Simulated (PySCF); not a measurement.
## Exact mass, isotope pattern and composition

Species: `C=C(C)[B-]1(C(=C)C)[NH2+][BH2-][NH2+]1`.

Calculated from isotope tables alone.

Task: What are the average molar mass and the monoisotopic mass?

Result: For C6H16B2N2, with standard atomic weights, 6 × 12.011 + 2 × 10.810 + 2 × 14.007 + 16 × 1.008 = 137.828 g/mol. From the most abundant isotopes (12C, 11B, 14N, 1H), 6 × 12.000000 + 2 × 11.009305 + 2 × 14.003074 + 16 × 1.007825 = 138.1500 u.

Task: Give the isotope pattern of the molecular ion M+•, merging species of the same nominal mass.

Result: 
```tsv
nominal mass	m/z (centroid)	relative intensity
136	136.1567	6.0
137	137.1531	48.4
138	138.1496	100.0
139	139.1523	7.3
140	140.1550	0.2
```

Lines under 0.1 % of the tallest are left out. One electron mass, 0.00055 u, is taken off. Abundances used (%; other tables differ somewhat): 12C 98.93, 13C 1.07; 10B 19.9, 11B 80.1; 14N 99.632, 15N 0.368; 1H 99.9885, 2H 0.0115.

Task: Resolve the fine structure: one atom at a time replaced by a minor isotope.

Result: Intensity in % of the monoisotopic species:

| isotope | mass shift (u) | m/z | intensity (%) |
| --- | --- | --- | --- |
| 10B | -0.99637 | 137.1530 | 49.69 |
| 15N | +0.99703 | 139.1464 | 0.74 |
| 13C | +1.00335 | 139.1528 | 6.49 |
| 2H | +1.00628 | 139.1557 | 0.18 |

Species under 0.02 % are left out.

Task: Elemental analysis, calculated?

Result: C 52.29 %, B 15.69 %, N 20.33 %, H 11.70 %.

Task: Protons, neutrons, electrons, and exact less nominal mass of the monoisotopic species?

Result: 76 protons, 62 neutrons and 76 electrons; 138.1500 − 138 = +0.1500 u.

Task: What resolving power m/Δm just matches the spacing of the species with one 15N and with one 13C?

Result: They lie 0.00632 u apart at mass 139.15, so m/Δm is about 22000.
